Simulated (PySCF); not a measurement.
C8H13OP.
SMILES with atom numbers: `[CH2:1]=[P@:2]([CH3:3])([CH2:4][CH3:5])[c:6]1[cH:7][cH:8][cH:9][o:10]1`

Structure used (GFN2-xTB), in Å, numbered top down from 1:
```xyz
23
C8H13OP angstrom
C      0.6581   -2.4617   -0.0819
P     -0.2776   -1.0432    0.0133
C     -1.8378   -0.6306    0.9729
C     -0.7089   -0.5434   -1.7044
C     -1.3962    0.8076   -1.8403
C      0.8130    0.2407    0.6339
C      2.1807    0.2785    0.6587
C      2.5275    1.5255    1.2229
C      1.3496    2.1536    1.4940
O      0.3079    1.3893    1.1411
H      0.1007   -3.2648   -0.5614
H      1.0046   -2.7665    0.9047
H     -1.6787   -0.9422    2.0058
H     -2.6613   -1.2125    0.5572
H     -2.0805    0.4282    0.9533
H      0.2468   -0.5566   -2.2369
H     -1.3292   -1.3397   -2.1254
H     -1.4556    1.0905   -2.8901
H     -2.4076    0.7764   -1.4422
H     -0.8397    1.5786   -1.3107
H      2.8344   -0.4985    0.3213
H      3.5131    1.9043    1.4025
H      1.1319    3.1133    1.9218
```

Definitions: NICS(0) = −σiso at the ring centroid; NICS(1) = −σiso and NICS(1)zz = −σzz at ±1 Å along the ring normal z. Level: GIAO PBE0/pcSseg-1 (PySCF, non-relativistic, gas phase) on the GFN2-xTB geometry, one conformer.

Ring bond lengths (Å), with Mayer bond orders in brackets: C6–C7 1.368 (1.57), C7–C8 1.412 (1.28), C8–C9 1.362 (1.58), C9–O10 1.339 (1.10), O10–C6 1.353 (1.00).

Task: What do the NICS probes read (ppm)?

Result: 
| ring | type | NICS(0) | NICS(1), two faces | NICS(1)zz, two faces | rms pucker (Å) | centre to ring atoms, mean (Å) |
| --- | --- | --- | --- | --- | --- | --- |
| C6–C7–C8–C9–O10 | 5-membered ring with O; formal bonds all aromatic | -11.3 | -10.3 / -10.7 | -26.3 / -27.1 | 0.00 | 1.16 |

Task: What can be read from them?

Result: 
- C6–C7–C8–C9–O10: mean NICS(1)zz -26.7 ppm, shielded. The ring is flat and has no four-coordinate atom; by the NICS criterion it is aromatic.

Task: How equal are the bonds by HOMA? HOMA = 1 − mean of α(R − Ropt)² over the ring bonds, with Krygowski's 1993 parameters (CC: Ropt 1.388 Å, α 257.7 Å⁻²; CO: Ropt 1.265 Å, α 157.38 Å⁻²).

Result: 
- C6–C7–C8–C9–O10: HOMA 0.50; the largest term is that of O10–C6, α(R − Ropt)² = 1.23.

Task: List the ring angles and the Hirshfeld charges of the ring atoms.

Result: 
- C6–C7–C8–C9–O10: C6 110.0° (+0.002 e), C7 106.1° (-0.069 e), C8 105.9° (-0.085 e), C9 110.9° (+0.013 e), O10 107.0° (-0.046 e); sum 540.0° against 540° for a flat convex ring.
